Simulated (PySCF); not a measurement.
# C₆ coefficients of unlike pairs at PBE0

Calculated with PySCF 2.14 from the dipole response of each species, C₆(A,B) = (3/π) ∫ α_A(iu) α_B(iu) du, in atomic units, from isotropic polarisabilities. For ions this is the dispersion term alone; charge-induced terms of lower order in 1/R come first.

| species | configuration | basis | relativity | α (bohr³) | C₆ (like pair) |
| --- | --- | --- | --- | --- | --- |
| Pb²⁺ | [Xe] 4f14 5d10 6s2 (1S) | aug-cc-pVQZ-PP with one added diffuse shell each of s, p, d, f, g type with ECP60MDF (8s8p6d4f3g) | core potential | 13.76 | 93.16 |
| Br³⁺ | [Ar] 3d10 4s2 4p2 (3P) | aug-cc-pV5Z-PP with ECP10MDF (8s7p6d4f3g2h) | core potential | 6.055 | 22.67 |
| Al²⁺ | [Ne] 3s1 (2S) | aug-cc-pV(D+d)Z (5s4p3d) | none | 14.48 | 39.87 |
| As⁺ | [Ar] 3d10 4s2 4p2 (3P) | def2-TZVPPD (7s5p5d1f) | none | 17.29 | 105.5 |

(1) Estimate C₆ for Br³⁺ with Pb²⁺.

No spin-orbit coupling is included.

The other pairs:

| pair | C₆ |
| --- | --- |
| As⁺, Pb²⁺ | 96.67 |
| As⁺, Al²⁺ | 62.06 |
| Al²⁺, Pb²⁺ | 54.34 |
| As⁺, Br³⁺ | 47.19 |
| Al²⁺, Br³⁺ | 25.89 |

## Answers

(1) The integral gives 45.79. The combination rule 2 C_A C_B / (C_A α_B/α_A + C_B α_A/α_B) gives 45.66 and the geometric mean 45.96.
